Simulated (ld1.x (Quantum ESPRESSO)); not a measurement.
# I: one change to a TM potential, before and after

ld1.x (Quantum ESPRESSO) 7.5 input, shortened:

```
&input
   title='I', zed=53., rel=1, dft='PBE', iswitch=3,
   config='[Kr] 4d10 5s2 5p5 5d-2'
 /
 &inputp
   pseudotype=2, tm=.true., lloc=0,
   nlcc=.true.
 /
3
5P  2  1   5.00   0.00  1.55  1.55  0.0
5D  3  2  -2.00   0.50  1.80  1.80  0.0
5S  1  0   2.00   0.00  1.85  1.85  0.0
 &test
   configts(1)='5s2 5p5'
 /
```

All-electron outer shells of the reference configuration (PBE, scalar-relativistic, ld1.x):

```csv
shell,level (eV),outermost node (bohr),outermost maximum (bohr)
4p,-127.57,0.37,0.72
4d,-50.28,0.35,0.78
5s,-17.41,0.88,1.70
5p,-7.09,0.96,2.02
```

Change: local potential all-electron potential smoothed inside 1.40 bohr (lloc = -1).

Cutoffs: the cutoffs (Ry, on a coarse ladder) from which the occupation-weighted sum of valence levels, in a spherical-Bessel basis at the reference potential, stays within 10 and 1 mRy of its value at 400 Ry; they do not see the model core or the augmentation charge, which bear on the density cutoff. Errors are all-electron minus pseudo energies relative to the spin-unpolarised reference configuration.

Question: How do hardness, ghosts and transferability respond?

Answer: The potential gets softer (50 Ry and 140 Ry → 50 Ry and 120 Ry); the bound ghosts move from d, p to p, s; the number of tests that count goes from 7 to 6; of the 6 tests that both files solve, the error grows in 6 and shrinks in 0 by more than 15 % and 0.3 meV (median size 7.9 → 77.9 meV); the range in which the p phases agree narrows (upper end at the end of the scan → -0.4). In the separable form a ghost depends on how the local part lies against the semilocal potential of the channel, so the choice of the local part can create or remove one.

```tsv
quantity	base	changed
cutoff, loose	50 Ry	50 Ry
cutoff, tight	140 Ry	120 Ry
loose cutoff by channel (10 mRy a level)	p 45 Ry, s 25 Ry	s 25 Ry, p 18 Ry
bound ghosts	p, d	s, p
tests counted (converged, no solver errors)	7 of 7	6 of 7
error for 5s2 5p4, meV [ΔE 11.13 eV]	-3.2	+40
error for 5s2 5p3, meV [ΔE 30.98 eV]	-16	+223
error for 5s2 5p2, meV [ΔE 60.31 eV]	-57	+640
error for 5s2 5p4.5, meV [ΔE 4.53 eV]	-1.1	+7.8
error for 5s1 5p5, meV [ΔE 22.11 eV]	-11	+116
error for 5s1 5p6, meV [ΔE 10.41 eV]	-5.1	+15
s: phases at 2.01 bohr within 0.05 rad from the reference energy up to (Ry; the scan ends near 5)	4.2	4.3
p: phases at 2.01 bohr within 0.05 rad from the reference energy up to (Ry; the scan ends near 5)	to the end of the scan	-0.4
d: phases at 2.01 bohr within 0.05 rad from the reference energy up to (Ry; the scan ends near 5)	1.6	1.1
```

Changed file: Tests not counted: 5s2 5p1 (solver errors, printed error -3.1 eV). A true bound ghost makes a file unfit for plane-wave use even where its test errors are small: the radial tests pick states by their node count and pass the ghost by. Where a test does run into it, the solver fails or the error is huge.
